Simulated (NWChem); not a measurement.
Molecule: NbNH2OF2; SMILES [Nb]([F])([NH2])([F])=[O]

```xyz
7

Nb     0.0490     0.0304     0.0000
O      1.6984    -0.4215     0.0000
F     -0.3802     1.0168     1.5535
F     -0.3802     1.0168    -1.5535
N     -0.9069    -1.6844     0.0000
H     -0.4741    -2.6141     0.0000
H     -1.9307    -1.7726     0.0000
```
Atoms are numbered in this order, from 1.

Coordinates come from a PBE-D3(BJ)/def2-SVP optimisation. def2 effective core potentials on Nb; no spin-orbit coupling.

Symmetry labels are those of Cs in the frame above (b1 and b2, or b-type labels, depend on it).

List the 6 lowest vertical singlet excitations from PBE/def2-SVP with def2 effective core potentials on Nb, full TDDFT (NWChem).


```json
[
 {"state": "S1", "energy (eV)": "4.71", "oscillator strength": "0.005", "symmetry": "a\"", "leading excitation (squared amplitude)": "HOMO → LUMO (1.00)"},
 {"state": "S2", "energy (eV)": "5.63", "oscillator strength": "0.000", "symmetry": "a\"", "leading excitation (squared amplitude)": "HOMO−1 → LUMO (0.98)"},
 {"state": "S3", "energy (eV)": "5.88", "oscillator strength": "0.010", "symmetry": "a'", "leading excitation (squared amplitude)": "HOMO−2 → LUMO (0.80)"},
 {"state": "S4", "energy (eV)": "5.94", "oscillator strength": "0.039", "symmetry": "a'", "leading excitation (squared amplitude)": "HOMO → LUMO+1 (0.62)"},
 {"state": "S5", "energy (eV)": "6.18", "oscillator strength": "0.015", "symmetry": "a'", "leading excitation (squared amplitude)": "HOMO−3 → LUMO (0.43)"},
 {"state": "S6", "energy (eV)": "6.19", "oscillator strength": "0.002", "symmetry": "a\"", "leading excitation (squared amplitude)": "HOMO−2 → LUMO+1 (0.92)"}
]
```
